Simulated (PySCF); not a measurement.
All values below come from PBE-D3(BJ)/def2-TZVP // PBE0-D4/def2-SVP run with PySCF. All species are isolated molecules in the gas phase. One relaxed conformer stands for a flexible species; it need not be the lowest. 

Reference species (SMILES): `[NH2][Sn]([NH2])([NH2])[NH2]` (neutral, multiplicity 1).

```
Property     Value
--------  --------
HOMO      -5.70 eV
LUMO      -1.30 eV
```

Changed species: `[O]([Sn]([O]C)([O]C)[O]C)C` (4 of 4 NH2 replaced by OCH3; the reference has 0 of 4 NH2 replaced by OCH3).

**Question.** Give the shifts of the HOMO and LUMO.

**Answer.** the HOMO decreases by 0.64 eV, to -6.34 eV; the LUMO falls by 1.35 eV, to -2.65 eV.
